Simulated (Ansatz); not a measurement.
Start from `[NH2][Nb](=[O])([OH])[Cl]` and change one atom or group to get `[NH2][Nb](=[O])([OH])[F]`.

Ansatz, PBE0-D4/def2-TZVP geometries, multiplicity 1. Each molecule was computed in one conformer, which needn't be the lowest.

Elements past krypton have def2 core potentials.

| property | `[NH2][Nb](=[O])([OH])[Cl]` |
| --- | --- |
| LUMO energy (B3LYP/def2-TZVPP) / eV | -1.90 |
| size of the dipole moment (ωB97M-V/def2-TZVPP) / D | 4.52 |
| HOMO–LUMO gap (ωB97M-V/def2-TZVPP) / eV | 11.16 |
| LUMO energy (PBE/def2-TZVPP) / eV | -2.47 |
| HOMO–LUMO gap (B3LYP/def2-TZVPP) / eV | 6.32 |
| LUMO energy (PBE0/def2-TZVPP) / eV | -1.66 |

Q: What does the change do to each property? (Best estimate.)

A: Computed: 
```csv
property,`[NH2][Nb](=[O])([OH])[F]`,shift
LUMO energy (B3LYP/def2-TZVPP) / eV,-1.43,0.47
size of the dipole moment (ωB97M-V/def2-TZVPP) / D,3.00,-1.52
HOMO–LUMO gap (ωB97M-V/def2-TZVPP) / eV,11.33,0.17
LUMO energy (PBE/def2-TZVPP) / eV,-2.02,0.45
HOMO–LUMO gap (B3LYP/def2-TZVPP) / eV,6.63,0.31
LUMO energy (PBE0/def2-TZVPP) / eV,-1.16,0.50
```

With PBE0 the HOMO rises by 0.17 eV and the LUMO rises by 0.50 eV, so the gap widens by about 0.33 eV. PBE moves the HOMO by 0.24 eV and ωB97M-V by 0.10 eV. Dipoles are sizes alone; their direction can turn.

B3LYP here is the variant with VWN-RPA as its local correlation; programs differ in this.
